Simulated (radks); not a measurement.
Results of a calculation; reference values are marked as such.
Task: The germanium ion Ge4+, configuration [Ar] 3d10 (the NIST ground configuration). Level of theory: non-relativistic Kohn-Sham, PBE, spin-polarised, spherical densities, point nucleus (a radial shooting solver on a logarithmic mesh with Libxc functionals). Some entries of the table are withheld. Estimate them.

orbital,occ.,eigenvalue (hartree),r(max) (bohr)
1s,2,-398.8398,0.03158
2s,2,-50.93310,0.1795
2p,6,-45.54439,0.1427
3s,2,-7.78183,(1)
3p,6,(2),0.5471
3d,10,-2.88664,(3)

Result: 
(1) 3s r(max) (bohr): 0.5516
(2) 3p eigenvalue (hartree): -5.99522
(3) 3d r(max) (bohr): 0.5020
